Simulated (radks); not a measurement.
Values are calculated unless marked as measured or tabulated.
All-electron atom: Sr V in [Ar] 3d10 4s2 4p4. Level of theory: non-relativistic Kohn-Sham, TPSS, spin-polarised, spherical densities, point nucleus; open shells are filled with parallel spins first (spin-orbit coupling, left out, can overturn this in heavy ions); meta-GGA in the generalised Kohn-Sham scheme; relativity is left out, which matters for an element this heavy (a radial shooting solver on a logarithmic mesh with Libxc functionals).

Unscreened Slater integrals over Kohn-Sham orbitals (eV). They are taken over the spin-up orbitals. Empty in this configuration: 4d.

\begin{tabular}{lr}
integral & value \\ \hline
F0(4p,4p) & 16.924 \\
F2(4p,4p) & 9.0329 \\
F0(4p,4s) & 17.649 \\
G1(4p,4s) & 12.103 \\
F0(4p,3d) & 21.780 \\
F2(4p,3d) & 4.9701 \\
G1(4p,3d) & 1.6418 \\
G3(4p,3d) & 1.5614 \\
F0(4p,4d) & 14.732 \\
F2(4p,4d) & 7.4063 \\
G1(4p,4d) & 9.1817 \\
G3(4p,4d) & 5.6671 \\
F0(4s,4s) & 18.495 \\
F0(4s,3d) & 23.476 \\
G2(4s,3d) & 1.9401 \\
F0(4s,4d) & 15.177 \\
G2(4s,4d) & 6.6489 \\
F0(3d,3d) & 50.134 \\
F2(3d,3d) & 24.403 \\
F4(3d,3d) & 15.440 \\
F0(3d,4d) & 17.679 \\
F2(3d,4d) & 3.2273 \\
F4(3d,4d) & 1.4003 \\
G0(3d,4d) & 1.1263 \\
G2(3d,4d) & 1.2256 \\
G4(3d,4d) & 0.91115 \\
F0(4d,4d) & 13.269 \\
F2(4d,4d) & 6.8853 \\
F4(4d,4d) & 4.5737 \\
\end{tabular}

Derived for the open shells (J is the average intra-shell exchange parameter used in DFT+U). 4p: J = F2/5 = 1.807 eV.
